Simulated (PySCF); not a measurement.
C3H9InO, SMILES C[CH2][In]([CH3])[OH], singlet (B3LYP/def2-SVP optimised geometry):

```
14

In    -0.867     0.248     0.000
C     -2.439    -1.273    -0.004
H     -2.008    -2.281     0.073
H     -3.016    -1.199    -0.938
H     -3.119    -1.104     0.845
C      1.322     0.248     0.000
C      2.019    -1.113     0.076
H      1.608     0.896     0.845
H      1.608     0.795    -0.914
H      1.755    -1.764    -0.773
H      1.759    -1.663     0.996
H      3.119    -1.006     0.068
O     -1.503     2.177     0.000
H     -2.464     2.281    -0.001
```

Method: PySCF with B3LYP/def2-TZVP, def2 effective core potentials past Kr.

### Question
What are the frontier orbital energies and the dipole moment?

### Answer
HOMO-2 -7.50 eV, HOMO-1 -7.49 eV, HOMO -6.89 eV, LUMO -1.07 eV, LUMO+1 -0.75 eV; dipole moment 2.29 D.

On the same geometry PySCF with PBE/def2-TZVP, def2 effective core potentials past Kr gives HOMO-2 -6.34 eV, HOMO-1 -6.16 eV, HOMO -5.97 eV, LUMO -1.48 eV, LUMO+1 -1.25 eV; dipole moment 2.13 D.
